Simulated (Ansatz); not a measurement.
Relaxation of F3H4HfNS (10 atoms, charge 0, multiplicity 1), to a largest force component of 0.03 eV/Å in at most 50 steps.

Computed with RKS B3LYP/def2-SVP in Ansatz 0.2.0.

```xyz
10
Properties=species:S:1:pos:R:3
Hf 0.207 0.029 0.027
N -0.018 -0.063 2.168
H -0.059 -0.933 2.699
H 0.260 0.686 2.801
F 2.047 -0.161 -0.459
F -0.278 1.790 -0.544
F -0.661 -1.493 -0.748
S -3.377 0.222 1.094
H -3.444 -1.129 1.058
H -2.249 0.202 1.898
```

Where does it end, and by what steps?

The forces met the threshold. The force dipped under the threshold on the way, but the program's further checks kept it going. After 25 steps the energy has fallen by 0.302 eV; H10 moved furthest, 1.23 Å. Joined: Hf1–S8 (3.74 → 3.01 Å).

```tsv
step	energy less start (eV)	largest force component (eV/Å)	accepted
0	0.0000	1.689	yes
1	-0.0912	1.068	yes
2	-0.1474	0.372	yes
3	-0.1634	0.333	yes
4	-0.1862	0.759	yes
5	-0.2195	0.393	yes
6	-0.2487	0.306	yes
7	-0.2649	0.149	yes
8	-0.2608	0.677	no
9	-0.2697	0.156	yes
10	-0.2768	0.070	yes
11	-0.2825	0.036	yes
12	-0.2767	0.664	no
13	-0.2870	0.053	yes
14	-0.2897	0.239	yes
15	-0.2842	0.507	no
16	-0.2944	0.077	yes
17	-0.2972	0.034	yes
18	-0.2986	0.208	yes
19	-0.2983	0.249	no
20	-0.3004	0.049	yes
21	-0.3012	0.005	yes
22	-0.3010	0.103	no
23	-0.3014	0.030	yes
24	-0.3015	0.031	yes
25	-0.3015	0.008	yes
```

```xyz
10
Properties=species:S:1:pos:R:3
Hf -0.018 -0.008 0.225
N 0.326 -0.244 2.220
H 0.514 -1.130 2.689
H 0.538 0.510 2.875
F 1.714 0.062 -0.611
F -0.588 1.812 -0.125
F -0.644 -1.681 -0.531
S -3.013 0.011 0.482
H -3.217 -1.070 1.270
H -3.183 0.888 1.498
```

Whether the end is a true minimum wasn't checked by a vibrational analysis.

Run time: 74 s on 4 threads of Arm Neoverse V1 (shared host), peak memory 0.33 GiB.
